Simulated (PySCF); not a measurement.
# Nickel: a sound run and one with changed settings

Sound run: Ni⁺ [Ar] 3d9, Ni²⁺ [Ar] 3d8. Computed with PySCF 2.14 in cc-pVDZ, with no relativity, point nucleus. In the sound run the correlated levels freeze [Ar]. The sound run starts from symmetry-adapted Hartree-Fock orbitals and uses a fine grid where one is needed.

A second run was set up differently.

```tsv
species	method	sound run (hartree)	changed run (hartree)	converged
Ni⁺	UHF	-1506.59433	-1488.44114	yes
Ni⁺	TPSS	-1508.05380	-1489.53815	yes
Ni⁺	PBE	-1507.76863	-1489.19622	yes
Ni⁺	MP2	-1506.91061	-1488.43990	yes
Ni²⁺	UHF	-1506.03344	-1489.01883	yes
Ni²⁺	TPSS	-1507.37657	-1490.04152	yes
Ni²⁺	PBE	-1507.07512	-1489.68621	yes
Ni²⁺	MP2	-1506.24005	-1489.01991	yes
```

Ionisation energy of Ni⁺:

```csv
method,sound run (eV),changed run (eV)
UHF,15.263,-15.720
TPSS,18.429,-13.697
PBE,18.871,-13.333
MP2,18.247,-15.783
SCS-MP2,17.933,-15.783
```

Task: What was changed?
A. radial grid too coarse
B. too few SCF iterations
C. a valence shell is frozen
D. minimal basis

Result: D. It used basis STO-3G. A minimal basis cannot let orbitals breathe on ionisation and holds almost no correlation. A negative ionisation energy or a positive MP2 energy shows that the occupation asked for is not the lowest one in this basis.
